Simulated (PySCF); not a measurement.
Electron correlation in P²⁺ (phosphorus, charge +2)

[Ne] 3s2 3p1, 2P determinant. Computed with PySCF 2.14 in def2-TZVP (5s5p2d1f, 37 functions), with the non-relativistic Hamiltonian (point nucleus). Frozen: [Ne]; 3 electrons correlated.

MP2 pair energies summed by pair of shells (mhartree):

```csv
pair,energy,share (%)
3s-3s,-24.66,55.1
3s-3p,-20.09,44.9
```

Total MP2 correlation energy: -44.75 mhartree.

Same-spin part -2.80 and opposite-spin part -41.96 mhartree; SCS-MP2 scales them by 1/3 and 6/5 to -51.28 mhartree.

| level | correlation energy (mhartree) |
| --- | --- |
| CCSD | -63.98 |
| (T) | -1.00 |
| CCSD(T) | -64.98 |

Diagnostics: T1 = 0.012, D1 = 0.0273, largest double amplitude 0.109.

Is a single reference adequate?

Mostly. T1 lies below 0.03, but a double amplitude of this size points to a near-degeneracy that CCSD handles and MP2 describes poorly.
